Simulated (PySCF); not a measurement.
**Dipole moment and polarisability of `N#Cc1nsc(C(F)(F)F)n1`**

Species: C4F3N3S.
Numbering: `[N:1]#[C:2][c:3]1[n:4][s:5][c:6]([C:7]([F:8])([F:9])[F:10])[n:11]1`

Cartesian coordinates in Å at the GFN2-xTB level; atoms count from 1:
```
atom  x, y, z in Å
N1    -3.7631    1.3268    0.1135
C2    -2.7866    0.7338    0.0733
C3    -1.5723    0.0068    0.0191
N4    -1.5567   -1.3075   -0.0665
S5    -0.0505   -1.8625   -0.1154
C6     0.5672   -0.2336   -0.0127
C7     2.0229    0.1011   -0.0171
F8     2.3369    1.0221    0.8922
F9     2.4247    0.5609   -1.2086
F10    2.7641   -0.9861    0.2460
N11   -0.3813    0.6408    0.0500
```

Level: PBE0/def2-SVPD (PySCF), static field, nuclei fixed, core orbitals frozen in the response. The polarisability tensor in these axes (au):

```
x   107.98 -15.06  -1.55
y   -15.06  87.81   2.34
z    -1.55   2.34  53.42
```

Problem. What are the eigenvalues, a third of the trace, and Δα (Δα² = ½Σ(αi − αj)² over the three pairs)?

Solution. Principal values 53.26, 79.83 and 116.12 au; mean 83.07 au = 12.31 Å³ = 13.70 × 10⁻⁴⁰ C²·m²/J; Δα = 54.66 au (66 % of the mean).

Problem. What is the dipole moment, and where does it point?

Solution. (2.37, -2.81, -0.16) D, 3.68 D in size, pointing from the negative to the positive side. Measured along this direction, the outermost atoms are N1 at the negative end and F10 at the positive end.

Problem. Refractivity n − 1 of an ideal gas of it at 298.15 K and 1 atm, from the electronic α?

Solution. N = p/kT = 2.4615 × 10¹⁹ cm⁻³, so n − 1 = 2π × N × 12.31 × 10⁻²⁴ cm³ = 1904 × 10⁻⁶ at long wavelengths, for an ideal gas.

Problem. Sum over states: ᾱ = Σ f/ω², ω in Eh. What share falls to these 6 lowest TDDFT singlets (eV, f)? 4.91, 0.0010; 5.36, 0.1125; 5.68, 0.0008; 6.18, 0.0011; 6.28, 0.0468; 6.31, 0.0032.

Solution. They add up to 3.92 au, 4.7 % of the 83.07 au; the largest single term is 2.91 au, from the state at 5.36 eV. Terms in order: 0.03, 2.91, 0.02, 0.02, 0.88, 0.06 au. Higher excitations give the rest. The strengths listed sum to 0.165.

Problem. Traceless (Buckingham) quadrupole moment about the centre of nuclear charge: eigenvalues?

Solution. -18.05, 7.61, 10.44 D·Å. The values depend on the origin, since the dipole doesn't vanish. The electronic extent ⟨r²⟩ about the same centre is 1941 bohr², a root-mean-square distance of 2.49 Å for the 88 electrons.

Geometry: GFN2-xTB; no solvent, vibrations or thermal averaging.
